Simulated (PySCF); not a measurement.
A geometry optimisation, step by step.

C3H4Cl2Si.
Numbering: `[CH2:1]=[C:2]=[CH:3][SiH:4]([Cl:5])[Cl:6]` (hydrogens: H7, H8 on C1; H9 on C3; H10 on Si4)

Computed by this run: PBE0-D3(BJ)/def2-SVP geometry optimisation, gas phase (PySCF 2.14.0); density fitting, grid level 1; the optimiser is geomeTRIC in internal coordinates, started from a GFN2-xTB structure with every atom displaced at random (about 0.01 Å). The frame can shift and turn from step to step; on so coarse a grid that alone can change the energy by a few meV, and forces under 0.02 eV/Å are noise.

Step 0: E = -36072.5783 eV, largest atomic force 0.997 eV/Å
```
atom  x, y, z in Å  |  force x, y, z in eV/Å
C1      2.231    0.228    0.220   -0.587   0.179   0.359
C2      1.016   -0.238    0.348    0.061   0.036  -0.182
C3     -0.213   -0.688    0.447    0.510   0.259   0.007
Si4    -1.669    0.168   -0.283   -0.486  -0.488   0.717
Cl5    -2.748   -1.197   -1.370   -0.128  -0.184  -0.152
Cl6    -1.110    1.684   -1.476    0.357   0.734  -0.573
H7      2.636    0.935    0.938    0.066   0.188   0.299
H8      2.858   -0.008   -0.620    0.355  -0.342  -0.593
H9     -0.362   -1.604    1.015   -0.194  -0.377   0.160
H10    -2.589    0.698    0.759    0.046  -0.004  -0.041
```

Step 1: E = -36072.6192 eV, largest atomic force 0.547 eV/Å
```
atom  x, y, z in Å  |  force x, y, z in eV/Å
C1      1.580    0.466   -0.062    0.292   0.036  -0.116
C2      0.427   -0.107    0.135   -0.154   0.041   0.057
C3     -0.764   -0.620    0.320   -0.118  -0.189   0.073
Si4    -2.287    0.172   -0.371    0.211   0.359  -0.354
Cl5    -3.348   -1.211   -1.474    0.012   0.011   0.048
Cl6    -1.698    1.734   -1.609   -0.154  -0.263   0.200
H7      1.970    1.205    0.646   -0.019  -0.012  -0.011
H8      2.194    0.223   -0.939   -0.067   0.012   0.082
H9     -0.873   -1.553    0.893    0.028   0.033  -0.017
H10    -3.203    0.724    0.654   -0.033  -0.027   0.038
```

Step 2: E = -36072.6262 eV, largest atomic force 0.263 eV/Å
```
atom  x, y, z in Å  |  force x, y, z in eV/Å
C1      1.590    0.461   -0.058    0.018  -0.019  -0.005
C2      0.428   -0.101    0.138   -0.021   0.054   0.015
C3     -0.765   -0.615    0.318   -0.012  -0.048   0.002
Si4    -2.285    0.179   -0.380    0.084   0.203  -0.144
Cl5    -3.346   -1.213   -1.469    0.001  -0.022   0.003
Cl6    -1.728    1.740   -1.617   -0.060  -0.149   0.114
H7      1.982    1.200    0.649   -0.003   0.001   0.000
H8      2.201    0.210   -0.930   -0.011  -0.011   0.003
H9     -0.874   -1.546    0.891    0.003   0.005   0.001
H10    -3.205    0.716    0.652    0.002  -0.014   0.012
```

Step 3: E = -36072.6283 eV, largest atomic force 0.027 eV/Å
```
atom  x, y, z in Å  |  force x, y, z in eV/Å
C1      1.593    0.458   -0.054   -0.021  -0.008   0.012
C2      0.425   -0.092    0.142    0.007   0.013   0.010
C3     -0.767   -0.608    0.317    0.020   0.008  -0.016
Si4    -2.284    0.186   -0.388   -0.008   0.023   0.011
Cl5    -3.334   -1.219   -1.472   -0.006  -0.021  -0.011
Cl6    -1.744    1.743   -1.617    0.004  -0.009   0.006
H7      1.992    1.198    0.648   -0.002   0.001   0.002
H8      2.200    0.194   -0.924    0.010  -0.008  -0.016
H9     -0.877   -1.538    0.891   -0.006   0.000   0.008
H10    -3.207    0.709    0.650    0.002   0.000  -0.004
```

Step 4: E = -36072.6284 eV, largest atomic force under 0.02 eV/Å
```
atom  x, y, z in Å  |  force x, y, z in eV/Å
C1      1.597    0.456   -0.052   -0.007  -0.003   0.004
C2      0.426   -0.089    0.144   -0.008   0.009  -0.006
C3     -0.768   -0.602    0.316    0.011  -0.002  -0.002
Si4    -2.287    0.187   -0.389   -0.001  -0.002   0.012
Cl5    -3.329   -1.224   -1.474   -0.001  -0.009  -0.002
Cl6    -1.751    1.745   -1.618    0.007   0.008  -0.008
H7      1.997    1.196    0.649    0.003   0.002  -0.001
H8      2.204    0.188   -0.922    0.002  -0.002  -0.002
H9     -0.878   -1.531    0.892   -0.006  -0.001   0.008
H10    -3.212    0.706    0.648    0.000   0.000  -0.004
```

Problem. Summarise the path.

Solution. The energy falls by 1.16 kcal/mol from step 0 to step 4; nine tenths of that is first reached at step 2. It falls at every step. The largest force goes from 0.997 to under 0.02 eV/Å. Among the bonds Si4–Cl6 changes most, from 2.008 to 2.055 Å; the atoms move by 0.043 Å rms after alignment.

Problem. Follow the three bonds and two angles with the largest change from start to end.

Solution. 
| step | E above end (kcal/mol) | largest force (eV/Å) | Si4–Cl6 (Å) | C1–H8 (Å) | C3–Si4 (Å) | C2–C3–H9 (°) | H7–C1–H8 (°) |
| --- | --- | --- | --- | --- | --- | --- | --- |
| 0 | 1.16 | 0.997 | 2.008 | 1.074 | 1.840 | 117.2 | 116.2 |
| 1 | 0.21 | 0.547 | 2.078 | 1.097 | 1.851 | 119.7 | 117.9 |
| 2 | 0.05 | 0.263 | 2.067 | 1.094 | 1.852 | 119.6 | 118.0 |
| 3 | 0.00 | 0.027 | 2.056 | 1.094 | 1.852 | 119.6 | 118.1 |
| 4 | 0.00 | under 0.02 | 2.055 | 1.094 | 1.852 | 119.4 | 118.1 |

The cost below is that of the whole optimisation. Hardware: Arm Neoverse V1, one thread, no GPU, shared host. Cost: 25 s wall, 0.47 GiB resident at most.
